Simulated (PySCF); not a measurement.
Frontier levels across methods

Compound: C2H10AlNO.
Z-matrix (Å and degrees, PBE0-D3(BJ)/def2-SVP geometry), rows numbered from 1:
```
C 
C   1  1.5192
O   2  1.3855  1  112.95
Al  3  1.7422  2  135.21  1   -68.33
N   4  2.0472  3   91.95  2  -164.87
H   1  1.1026  2  110.94  3    61.39
H   1  1.1018  2  111.35  3  -178.38
H   1  1.1011  2  110.47  3   -57.87
H   2  1.1111  1  108.92  3  -124.18
H   2  1.1081  1  108.73  3   121.14
H   4  1.6066  3  116.59  2   -60.20
H   4  1.6044  3  118.20  2    91.20
H   5  1.0209  4  110.46  3   -73.63
H   5  1.0218  4  106.54  3    42.33
H   5  1.0202  4  115.82  3   163.11
```

Basis pcSseg-1 throughout (PySCF), one geometry. The structure is a single PBE0-D3(BJ)/def2-SVP conformer in the gas phase; no vibrational or solvent corrections.

Task: How do the orbital energies, the gap and the dipole change with the method?

Result: 
```tsv
method	kind	HOMO (eV)	LUMO (eV)	gap (eV)	μ (D)	SCF cycles
BLYP	GGA	-5.17	-0.73	4.44	4.68	15
OPBE	GGA	-5.23	-0.50	4.73	4.71	15
PBE	GGA	-5.26	-0.71	4.56	4.70	15
B97-D	GGA	-5.31	-0.60	4.72	4.69	15
LDA	LDA	-5.36	-0.82	4.53	4.70	14
BP86	GGA	-5.38	-0.62	4.76	4.71	14
KT2	GGA	-5.38	-0.80	4.58	4.64	16
KT3	GGA	-5.40	-0.90	4.50	4.64	15
B97-2	global hybrid	-6.46	0.16	6.62	4.68	13
B3LYP	global hybrid	-6.48	-0.19	6.29	4.68	13
PBE0	global hybrid	-6.70	0.16	6.86	4.69	13
mPW1PW91	global hybrid	-6.74	0.14	6.88	4.68	13
BHandHLYP	global hybrid	-8.06	0.85	8.91	4.66	12
CAM-B3LYP	range-separated hybrid	-8.09	1.00	9.09	4.67	12
wB97X-D	range-separated hybrid	-8.59	1.98	10.57	4.68	13
LC-wPBE	range-separated hybrid	-9.42	2.36	11.78	4.68	13
HF	Hartree–Fock	-10.16	3.03	13.19	4.67	10
```

The HOMO spans 4.99 eV, from BLYP down to HF, and the gap runs from 4.44 eV (BLYP) to 13.19 eV (HF). Over the methods BLYP (0 %), OPBE (0 %), PBE (0 %), B97-D (0 %), LDA (0 %), BP86 (0 %), KT2 (0 %), KT3 (0 %), B97-2 (21 %), B3LYP (20 %), PBE0 (25 %), mPW1PW91 (25 %), BHandHLYP (50 %), HF (100 %), a straight line through the gap against the share of exact exchange rises by 0.86 eV for each 10 % (correlation coefficient 0.999). The dipole ranges from 4.64 D (KT3) to 4.71 D (OPBE). This basis has no diffuse functions.
